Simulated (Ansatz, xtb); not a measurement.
Redistribution: CHBrF2 + C2H3ClO → CHClF2 + C2H3BrO

Species: CHBrF2 `FC(F)Br`, singlet; C2H3ClO (acetyl chloride) `CC(=O)Cl`, singlet; CHClF2 (difluorochloromethane) `FC(F)Cl`, singlet; C2H3BrO (acetyl bromide) `CC(=O)Br`, singlet. The partners trade Br for Cl; both sit on C, so the bond types are kept.

Shapes, held fixed at every level: PBE0-D4/def2-TZVP. Programs: Ansatz 0.2.0, xtb 6.7.1. The zero-point and thermal change to 298 K, harmonic and unscaled (PBE0-D4/def2-TZVP), is +0.2 kJ/mol.

**Question.** Estimate the reaction enthalpy at 298 K.

**Answer.** From tabulated heats of formation (Active Thermochemical Tables, CRC Handbook of Chemistry and Physics), ΔH(298 K) = -7.5 kJ/mol. Nearest: CCSD(T)/def2-SVP (+0.3); farthest: GFN1-xTB (+12.2). 8 of 9 levels lie within 10 kJ/mol. The heats of C2H3BrO come from older tables and can be uncertain by 10 kJ/mol or more. Relativity is left out for Br unless named. Correlated rows may include outer-core shells of Br, which these sets cover unevenly.

```json
{"level": "GFN1-xTB", "kind": "semi-empirical", "ΔH (kJ/mol)": "+4.6", "computed − measured": "+12.2"}
{"level": "HF/def2-TZVPP", "kind": "Hartree–Fock", "ΔH (kJ/mol)": "-5.0", "computed − measured": "+2.6"}
{"level": "r2SCAN-D4/def2-TZVPP", "kind": "meta-GGA", "ΔH (kJ/mol)": "-5.7", "computed − measured": "+1.8"}
{"level": "BHLYP-D4/def2-TZVPP", "kind": "global hybrid", "ΔH (kJ/mol)": "-5.3", "computed − measured": "+2.2"}
{"level": "r2SCAN0-D4/def2-TZVPP", "kind": "global hybrid", "ΔH (kJ/mol)": "-5.6", "computed − measured": "+2.0"}
{"level": "MP2/def2-TZVPP", "kind": "perturbation theory", "ΔH (kJ/mol)": "-7.0", "computed − measured": "+0.6"}
{"level": "CCSD(T)/def2-SVP", "kind": "coupled cluster or CI", "ΔH (kJ/mol)": "-7.2", "computed − measured": "+0.3"}
{"level": "CCSD/def2-TZVPP", "kind": "coupled cluster or CI", "ΔH (kJ/mol)": "-5.3", "computed − measured": "+2.2"}
{"level": "CCSD(T)/def2-TZVPP", "kind": "coupled cluster or CI", "ΔH (kJ/mol)": "-5.7", "computed − measured": "+1.8"}
```
